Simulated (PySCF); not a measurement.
**Ti: ionisation energy**

Ti [Ar] 3d2 4s2 (3F) → Ti⁺ [Ar] 3d2 4s1 (4F), as a difference of total energies. Calculation: PySCF 2.14, in def2-TZVP (6s4p4d1f, 45 functions); the non-relativistic Hamiltonian (point nucleus). Correlated levels: valence: [Ar] frozen. The calculations carry no spin-orbit coupling.

| method | ionisation energy (eV) | difference from reference (eV) |
| --- | --- | --- |
| UHF | 5.530 | -1.298 |
| B3LYP | 6.827 | -0.001 |
| BP86 | 6.819 | -0.009 |
| MP2 (valence) | 6.227 | -0.601 |
| SCS-MP2 (valence) | 6.373 | -0.455 |

Reference: 6.828 eV (measured; NIST levels, between the centres of gravity of the two terms).

These non-relativistic numbers lack the scalar-relativistic shift.

Errors of the correlated levels include the incompleteness of this basis and the frozen core.

MP2 underrates the near-degeneracy of ns² with np² in the lower species.
